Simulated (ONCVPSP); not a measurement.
**u(r) = r·R(r): atom against pseudo-atom (titanium (Ti))**

Columns: radius, all-electron u(r) and pseudo u(r) of the 3d shell (level -19.62 eV) of titanium in the configuration [Ne] 3s2 3p6 3d2; PBEsol, scalar-relativistic, ONCV scheme, ONCVPSP 4.0.1.

| r (bohr) | all-electron | pseudo |
| --- | --- | --- |
| 0.098 | 0.0318 | 0.0044 |
| 0.195 | 0.1424 | 0.0325 |
| 0.292 | 0.2906 | 0.1003 |
| 0.390 | 0.4392 | 0.2126 |
| 0.488 | 0.5662 | 0.3587 |
| 0.585 | 0.6644 | 0.5170 |
| 0.682 | 0.7351 | 0.6657 |
| 0.780 | 0.7805 | 0.7859 |
| 0.878 | 0.8044 | 0.8640 |
| 0.975 | 0.8111 | 0.8977 |
| 1.072 | 0.8050 | 0.8943 |
| 1.170 | 0.7894 | 0.8646 |
| 1.268 | 0.7669 | 0.8207 |
| 1.365 | 0.7398 | 0.7730 |
| 1.463 | 0.7093 | 0.7264 |
| 1.560 | 0.6771 | 0.6843 |
| 1.658 | 0.6434 | 0.6457 |
| 1.755 | 0.6097 | 0.6101 |
| 1.852 | 0.5761 | 0.5761 |
| 1.950 | 0.5426 | 0.5426 |
| 2.047 | 0.5102 | 0.5102 |
| 2.145 | 0.4786 | 0.4786 |
| 2.242 | 0.4484 | 0.4484 |
| 2.340 | 0.4192 | 0.4192 |
| 2.438 | 0.3913 | 0.3913 |
| 2.535 | 0.3651 | 0.3651 |

(1) How many radial nodes do the two functions have?

(2) At about which radius was the pseudo-wave matched?

(3) Where does each function peak?

(4) Is the pseudo-wave norm-conserving?

Answers

(1) The all-electron 3d function has n − l − 1 = 0; the pseudo-wave has 0.

(2) 1.95 bohr. The columns agree to 0.0005 from 1.75 bohr on; several derivatives are matched, so the curves merge somewhat inside the radius.

(3) Outermost all-electron maximum near 0.97 bohr, pseudo maximum near 0.97 bohr (to the table’s step).

(4) Yes: the ONCV scheme keeps the norm inside the radius equal to the all-electron one, which fixes the energy derivative of the logarithmic derivative at the level.
